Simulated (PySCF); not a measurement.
Highest orbital energy against ionisation energy along group 14

Calculated with PySCF 2.14, no spin-orbit coupling. Each cell gives −ε(HOMO) / ΔSCF in eV; NIST values include spin-orbit coupling, (s) semi-empirical, (t) theoretical.

```
                                species              UHF              LDA              PBE             PBE0           r2SCAN  NIST (lowest levels)
   C²⁺ (aug-cc-pCVTZ-DK, spin-free X2C)  46.116 / 45.800  40.172 / 46.970  40.376 / 47.126  42.055 / 47.062  40.690 / 46.646                47.888
  Si²⁺ (aug-cc-pCVTZ-DK, spin-free X2C)  32.228 / 32.021  28.657 / 33.590  28.529 / 33.447  29.688 / 33.309  28.708 / 32.936                33.493
Sn²⁺ (aug-cc-pwCVTZ-DK3, spin-free X2C)  28.778 / 28.520  26.518 / 31.161  26.078 / 30.684  26.986 / 30.337  26.243 / 30.301                30.506
Pb²⁺ (aug-cc-pwCVTZ-DK3, spin-free X2C)  30.114 / 29.771  27.814 / 32.592  27.383 / 32.103  28.322 / 31.746  27.599 / 31.874                31.937
```

Q: How far is −ε(HOMO) from ΔSCF on average for each method, and why?

A: UHF 0.28 eV; LDA -5.29 eV; PBE -5.25 eV; PBE0 -3.85 eV; r2SCAN -4.63 eV. Hartree-Fock orbital energies lack relaxation and so exceed the ΔSCF value; semilocal functionals have convex E(N) from self-interaction, so their HOMO lies far too high; exact exchange moves hybrids part of the way back.
